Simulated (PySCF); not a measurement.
In(H)(F)(OMe) (CH4FInO), SMILES [F][InH][O]C. Atoms are numbered in the order given.

```xyz
8

In    -0.2556     0.5254     0.0000
H     -1.2955     1.8594     0.0000
F      1.7042     0.6746     0.0000
O     -0.6700    -1.4116     0.0000
C      0.3348    -2.3889     0.0000
H      1.3580    -1.9710     0.0000
H      0.2384    -3.0378     0.8904
H      0.2384    -3.0378    -0.8904
```

Geometry optimised at PBE0-D3(BJ)/def2-SVP. The def2 effective core potentials stand for the cores of In; spin–orbit coupling is left out. One conformer was computed; it need not be the lowest.

These are PySCF 2.14.0 with PBE0-D3(BJ)/def2-SVP values and carry that method's errors.

Frequencies are harmonic and unscaled.

| mode | ν (cm⁻¹) | IR (km/mol) | Raman (Å⁴/amu) | depolarisation | moving atoms (share of kinetic energy) |
|---|---|---|---|---|---|
| 1 | 94 | 5.5 | 0.2 | 0.75 | H 68 %, O 27 % |
| 2 | 103 | 13.3 | 1.2 | 0.72 | F 56 %, C 25 %, H 13 % |
| 3 | 126 | 12.1 | 0.4 | 0.75 | H 48 %, O 29 %, F 10 %, C 10 % |
| 4 | 243 | 17.2 | 1.2 | 0.20 | O 33 %, C 26 %, H 18 %, In 15 %, F 8 % |
| 5 | 400 | 50.6 | 2.8 | 0.75 | H 93 % |
| 6 | 421 | 103.6 | 17.8 | 0.75 | H 92 % |
| 7 | 556 | 37.9 | 18.9 | 0.22 | O 68 %, In 13 %, C 11 % |
| 8 | 603 | 38.0 | 5.6 | 0.22 | F 85 %, In 13 % |
| 9 | 1143 | 209.6 | 7.9 | 0.52 | O 47 %, C 43 %, H 10 % |
| 10 | 1175 | 0.1 | 0.6 | 0.75 | H 78 %, C 18 % |
| 11 | 1198 | 5.4 | 4.1 | 0.11 | H 68 %, C 20 %, O 11 % |
| 12 | 1470 | 31.0 | 9.4 | 0.70 | H 88 %, C 11 % |
| 13 | 1475 | 3.3 | 24.5 | 0.74 | H 97 % |
| 14 | 1476 | 1.0 | 20.8 | 0.75 | H 96 % |
| 15 | 1903 | 73.4 | 233.7 | 0.21 | H 99 % |
| 16 | 2998 | 107.2 | 187.3 | 0.02 | H 98 % |
| 17 | 3080 | 43.8 | 158.5 | 0.75 | H 90 %, C 10 % |
| 18 | 3090 | 24.3 | 78.4 | 0.61 | H 90 %, C 10 % |
